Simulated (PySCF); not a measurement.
Isomers of C5H8N2OSi, one GFN2-xTB conformer each. Single-point energies are computed at PBE0/pcSseg-1 (PySCF, gas phase, no added dispersion term), electronic only.

Problem. Rank them by PBE0/pcSseg-1 energy, lowest first (kcal/mol).
A. `[CH2:1]=[CH:2][C@@H:3]([N:4]=[CH2:5])[O:6][SiH2:7][C:8]#[N:9]` with C1–C2–C3–N4 115°, C2–C3–N4–C5 -106°, C2–C3–O6–Si7 -102°, C3–O6–Si7–C8 -64°
B. `[SiH3:1][c:2]1[n:3][n:4][c:5]([CH:6]2[CH2:7][CH2:8]2)[o:9]1` with N4–C5–C6–C7 141°
C. `[CH3:1][CH2:2]/[C:3]([C:4]#[N:5])=[N:6]\[SiH2:7][CH:8]=[O:9]` with C1–C2–C3–C4 -67°, C3–N6–Si7–C8 -118°, N6–Si7–C8–O9 146°
D. `[CH2:1]=[N:2][CH2:3][c:4]1[cH:5][n:6][o:7][c:8]1[SiH3:9]` with C1–N2–C3–C4 130°, N2–C3–C4–C5 -162°
E. `[CH3:1]/[C:2]([CH2:3][C:4]#[N:5])=[N:6]\[SiH2:7][CH:8]=[O:9]` with C1–C2–C3–C4 59°, C2–N6–Si7–C8 75°, N6–Si7–C8–O9 -28°
F. `[CH2:1]=[C:2]([C:3]#[N:4])[CH2:5][SiH2:6][NH:7][CH:8]=[O:9]` with C1–C2–C5–Si6 101°, C2–C5–Si6–N7 -54°, C5–Si6–N7–C8 -178°, Si6–N7–C8–O9 1°

Solution. F (0.0), A (24.5), E (27.8), C (33.3), B (35.5), D (55.3).

As drawn, the lowest has a C=O bond, a C≡N group and an N–H bond, which the highest lacks; the highest has an aromatic ring, a C=N bond and an N–O linkage, which the lowest lacks. Neighbours under 2.5 kcal/mol apart (CC/C(C#N)=N\[SiH2]C=O and [SiH3]c1nnc(C2CC2)o1) can change places with a better method, another conformer or zero-point energy. GFN2-xTB itself gives, in the same order: 9.5, 22.1, 27.4, 33.3, 0.0, 28.4. GFN2-xTB puts [SiH3]c1nnc(C2CC2)o1 lowest instead; measured from each level's own lowest isomer, the values differ by up to 35.5 kcal/mol ([SiH3]c1nnc(C2CC2)o1: 0.0 against 35.5).

Problem. Which frontier levels, dipoles and rotational constants go with these structures?

Solution. 
| SMILES | HOMO (eV, PBE0/pcSseg-1) | LUMO (eV) | dipole (D) | A, B, C (MHz) |
| --- | --- | --- | --- | --- |
| C=C(C#N)C[SiH2]NC=O | -7.88 | -1.69 | 5.34 | 2520, 743.1, 709.4 |
| C=C[C@@H](N=C)O[SiH2]C#N | -7.96 | -1.40 | 3.91 | 2507, 935.3, 726.9 |
| C/C(CC#N)=N\[SiH2]C=O | -7.15 | -1.70 | 3.19 | 3123, 654.3, 615.8 |
| CC/C(C#N)=N\[SiH2]C=O | -7.13 | -2.51 | 3.34 | 2180, 692.4, 631.5 |
| [SiH3]c1nnc(C2CC2)o1 | -7.46 | -0.73 | 3.72 | 3392, 802.1, 688.8 |
| C=NCc1cnoc1[SiH3] | -7.34 | -0.93 | 5.00 | 2073, 1218, 806.7 |
